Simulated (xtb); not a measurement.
xtb job for (3E)-2-fluoropenta-1,3-diene (C5H7F), SMILES C=C(F)/C=C/C, GFN2-xTB. 

```
$ xtb mol.xyz --gfn 2 --ohess tight --chrg 0 --uhf 0 --json
$ cat mol.xyz
13

C      2.55730000     0.50530000    -0.33930000
C      1.54190000    -0.22430000    -0.12220000
F      1.66320000    -1.57880000     0.06860000
C      0.15280000     0.27910000    -0.05110000
C     -0.93150000    -0.52780000     0.17720000
C     -2.33830000    -0.00200000     0.23330000
H      2.47820000     1.57260000    -0.50070000
H      3.58970000     0.01560000    -0.42450000
H      0.03770000     1.28370000    -0.22100000
H     -0.80450000    -1.60170000     0.34140000
H     -2.75470000    -0.24790000     1.25150000
H     -2.37280000     1.05430000     0.08720000
H     -2.93460000    -0.53660000    -0.51640000
```

Output:

```
[banner left out]
          |                Calculation Setup                |
           -------------------------------------------------



           -------------------------------------------------
          |                 G F N 2 - x T B                 |
           -------------------------------------------------

        Reference                      10.1021/acs.jctc.8b01176
      * Hamiltonian:
        H0-scaling (s, p, d)           1.850000    2.230000    2.230000
        zeta-weighting                 0.500000
      * Dispersion:
        s8                             2.700000
        a1                             0.520000
        a2                             5.000000
        s9                             5.000000
      * Repulsion:
        kExp                           1.500000    1.000000
        rExp                           1.000000
      * Coulomb:
        alpha                          2.000000
        third order                    shell-resolved
        anisotropic                    true
        a3                             3.000000
        a5                             4.000000
        cn-shift                       1.200000
        cn-exp                         4.000000
        max-rad                        5.000000


          ...................................................
          :                      SETUP                      :
          :.................................................:
          :  # basis functions                  31          :
          :  # atomic orbitals                  31          :
          :  # shells                           19          :
          :  # electrons                        34          :
          :  max. iterations                   250          :
          :  Hamiltonian                  GFN2-xTB          :
          :  restarted?                      false          :
          :  GBSA solvation                  false          :
[...]
        25                          0.2025524               5.5117
        26                          0.2114088               5.7527
        27                          0.2263047               6.1581
        28                          0.3644938               9.9184
       ...                                ...                  ...
        31                          0.6679877              18.1769
      -------------------------------------------------------------
                  HL-Gap            0.1345912 Eh            3.6624 eV
             Fermi-level           -0.3215887 Eh           -8.7509 eV

     #   Z          covCN         q      C6AA      α(0)
     1   6 C        2.842    -0.120    31.033     9.130
     2   6 C        2.751     0.169    24.343     8.079
     3   9 F        0.788    -0.235    11.605     4.024
     4   6 C        2.896    -0.058    29.441     8.896
     5   6 C        2.891    -0.016    28.407     8.738
     6   6 C        3.756    -0.107    22.609     6.780
     7   1 H        0.926     0.053     2.278     2.360
     8   1 H        0.926     0.062     2.172     2.304
     9   1 H        0.926     0.044     2.390     2.418
    10   1 H        0.925     0.055     2.255     2.348
    11   1 H        0.925     0.054     2.274     2.358
    12   1 H        0.925     0.044     2.391     2.418
    13   1 H        0.925     0.054     2.275     2.359

 Mol. C6AA /au·bohr⁶  :       1589.753340
 Mol. C8AA /au·bohr⁸  :      36183.198389
 Mol. α(0) /au        :         62.212589


Wiberg/Mayer (AO) data.
largest (>0.10) Wiberg bond orders for each atom

 ---------------------------------------------------------------------------
     #   Z sym  total        # sym  WBO       # sym  WBO       # sym  WBO
 ---------------------------------------------------------------------------
     1   6 C    3.976 --     2 C    1.807     7 H    0.976     8 H    0.974
                             5 C    0.132
     2   6 C    3.886 --     1 C    1.807     4 C    1.101     3 F    0.948
     3   9 F    1.078 --     2 C    0.948
     4   6 C    3.989 --     5 C    1.829     2 C    1.101     9 H    0.962
     5   6 C    3.989 --     4 C    1.829     6 C    1.050    10 H    0.964
                             1 C    0.132
     6   6 C    3.996 --     5 C    1.050    12 H    0.985    13 H    0.965
                            11 H    0.965
     7   1 H    0.997 --     1 C    0.976
     8   1 H    0.995 --     1 C    0.974
     9   1 H    0.998 --     4 C    0.962
    10   1 H    0.997 --     5 C    0.964
    11   1 H    0.992 --     6 C    0.965
    12   1 H    0.998 --     6 C    0.985
    13   1 H    0.992 --     6 C    0.965
 ---------------------------------------------------------------------------

Topologies differ in total number of bonds
Writing topology from bond orders to xtbtopo.mol

molecular dipole:
                 x           y           z       tot (Debye)
 q only:       -0.531       0.619      -0.040
   full:       -0.546       0.680      -0.047       2.220
molecular quadrupole (traceless):
                xx          xy          yy          xz          yz          zz
 q only:        2.426       3.610      -2.015      -0.880      -0.160      -0.412
  q+dip:        3.740       4.615      -1.705      -1.366      -0.590      -2.035
   full:        2.825       4.182      -2.250      -1.033      -0.214      -0.575

           -------------------------------------------------
          |                Geometry Summary                 |
           -------------------------------------------------

      molecular mass/u    :       86.1076679
   center of mass at/Å    :        0.4657626      -0.3310050      -0.0005917
  moments of inertia/u·Å² :        0.5507330E+02   0.2613494E+03   0.3133146E+03
rotational constants/cm⁻¹ :        0.3060944E+00   0.6450227E-01   0.5380417E-01

 * 9 selected distances

     #   Z          #   Z                                           value/Å
     1   6 C        2   6 C                                       1.3283603
     4   6 C        5   6 C                                       1.3321959 (max)
     1   6 C        7   1 H                                       1.0729743 (min)
     1   6 C        8   1 H                                       1.0745431
     4   6 C        9   1 H                                       1.0805930
     5   6 C       10   1 H                                       1.0821541
     6   6 C       11   1 H                                       1.0900047
     6   6 C       12   1 H                                       1.0871834
     6   6 C       13   1 H                                       1.0899214

 * 2 distinct bonds (by element types)

   Z      Z             #   av. dist./Å        max./Å        min./Å
   1 H    6 C           7     1.0824820     1.0900047     1.0729743
   6 C    6 C           2     1.3302781     1.3321959     1.3283603

           -------------------------------------------------
          |               Frequency Printout                |
           -------------------------------------------------
 projected vibrational frequencies (cm⁻¹)
eigval :       -0.00    -0.00    -0.00     0.00     0.00     0.00
eigval :      103.89   170.12   171.93   181.57   358.69   404.37
eigval :      544.24   576.06   694.43   762.31   854.31   870.02
eigval :      927.07   991.55   992.66  1029.52  1130.20  1241.10
eigval :     1269.58  1293.76  1378.71  1399.32  1469.99  1477.83
eigval :     1674.27  1685.68  2996.54  3012.61  3041.89  3067.99
eigval :     3083.49  3136.61  3175.62
 reduced masses (amu)
   1: 10.01   2: 11.53   3: 10.56   4: 13.33   5: 14.88   6: 12.61   7:  5.47   8: 11.79
   9:  4.85  10:  8.64  11: 11.77  12:  9.65  13:  9.66  14: 11.07  15:  2.69  16:  5.88
  17:  3.56  18: 12.03  19:  6.42  20:  2.08  21:  4.64  22:  4.38  23:  8.83  24:  4.15
  25: 10.23  26:  2.91  27:  2.72  28:  3.33  29:  1.58  30:  1.73  31: 11.48  32: 11.42
  33:  1.93  34:  1.48  35:  1.70  36:  1.82  37:  1.83  38:  1.52  39:  2.10
 IR intensities (km·mol⁻¹)
   1:  0.01   2:  0.09   3:  0.41   4:  1.23   5:  0.96   6:  0.60   7:  1.46   8:  1.04
   9:  0.41  10:  0.06  11:  2.21  12:  0.09  13:  7.60  14:  6.68  15:  3.91  16:  0.93
  17: 34.79  18: 47.68  19:  9.05  20: 25.42  21: 19.71  22:  0.10  23:  8.68  24: 13.90
  25: 95.90  26:  0.49  27:  2.42  28:  6.15  29:  5.30  30: 15.24  31: 45.74  32: 61.49
  33: 21.40  34: 25.69  35: 16.39  36:  6.95  37: 50.78  38:  0.15  39: 18.38
 Raman intensities (Ä⁴*amu⁻¹)
   1:  0.00   2:  0.00   3:  0.00   4:  0.00   5:  0.00   6:  0.00   7:  0.00   8:  0.00
   9:  0.00  10:  0.00  11:  0.00  12:  0.00  13:  0.00  14:  0.00  15:  0.00  16:  0.00
  17:  0.00  18:  0.00  19:  0.00  20:  0.00  21:  0.00  22:  0.00  23:  0.00  24:  0.00
  25:  0.00  26:  0.00  27:  0.00  28:  0.00  29:  0.00  30:  0.00  31:  0.00  32:  0.00
Molecule has the following symmetry elements: (sigma)
It seems to be the Cs point group
  33:  0.00  34:  0.00  35:  0.00  36:  0.00  37:  0.00  38:  0.00  39:  0.00
 output can be read by thermo (or use thermo option).
 writing <g98.out> molden fake output.
 recommended (thermochemical) frequency scaling factor: 1.0
           -------------------------------------------------
          |             Thermodynamic Functions             |
           -------------------------------------------------

cs  symmetry found (for desy threshold:  0.10E+00) used in thermo

          ...................................................
          :                      SETUP                      :
          :.................................................:
          :  # frequencies                          33      :
          :  # imaginary freq.                       0      :
          :  linear?                             false      :
          :  only rotor calc.                    false      :
          :  symmetry                               cs      :
          :  rotational number                       1      :
          :  scaling factor                  1.0000000      :
          :  rotor cutoff                   50.0000000 cm⁻¹ :
          :  imag. cutoff                  -20.0000000 cm⁻¹ :
          :.................................................:

    mode    ω/cm⁻¹     T·S(HO)/kcal·mol⁻¹    T·S(FR)/kcal·mol⁻¹   T·S(vib)
   ------------------------------------------------------------------------
       1    103.89    -1.00775 ( 94.91%)    -0.83968 (  5.09%)    -0.99919
       2    170.12    -0.72575 ( 99.26%)    -0.69367 (  0.74%)    -0.72551
       3    171.93    -0.71982 ( 99.29%)    -0.69053 (  0.71%)    -0.71961
       4    181.57    -0.68937 ( 99.43%)    -0.67438 (  0.57%)    -0.68929
   ------------------------------------------------------------------------

   temp. (K)  partition function   enthalpy   heat capacity  entropy
                                   cal/mol     cal/K/mol   cal/K/mol   J/K/mol
 298.15  VIB   25.9                 2594.877     18.212     15.138
         ROT  0.162E+06              888.752      2.981     26.822
         INT  0.420E+07             3483.629     21.193     41.959
         TR   0.773E+27             1481.254      4.968     39.254
         TOT                        4964.8832    26.1612    81.2135   339.7971

       T/K    H(0)-H(T)+PV         H(T)/Eh          T*S/Eh         G(T)/Eh
   ------------------------------------------------------------------------
    298.15    0.791204E-02    0.110812E+00    0.385871E-01    0.722250E-01
   ------------------------------------------------------------------------

         :::::::::::::::::::::::::::::::::::::::::::::::::::::
         ::                  THERMODYNAMIC                  ::
         :::::::::::::::::::::::::::::::::::::::::::::::::::::
         :: total free energy         -18.882479459855 Eh   ::
         ::.................................................::
         :: total energy              -18.954704422602 Eh   ::
         :: zero point energy           0.102900054816 Eh   ::
         :: G(RRHO) w/o ZPVE           -0.030675092068 Eh   ::
         :: G(RRHO) contrib.            0.072224962748 Eh   ::
         :::::::::::::::::::::::::::::::::::::::::::::::::::::

optimized geometry written to: xtbopt.xyz


           -------------------------------------------------
          | TOTAL ENERGY              -18.954704422602 Eh   |
          | TOTAL ENTHALPY            -18.843892322811 Eh   |
          | TOTAL FREE ENERGY         -18.882479459855 Eh   |
          | GRADIENT NORM               0.000156634525 Eh/α |
          | HOMO-LUMO GAP               3.662414239181 eV   |
           -------------------------------------------------

------------------------------------------------------------------------
------------------------------------------------------------------------
 total:
 SCF:
Note: The following floating-point exceptions are signalling: IEEE_UNDERFLOW_FLAG IEEE_DENORMAL
normal termination of xtb
 ANC optimizer:
 analytical hessian:
```

The run converged.
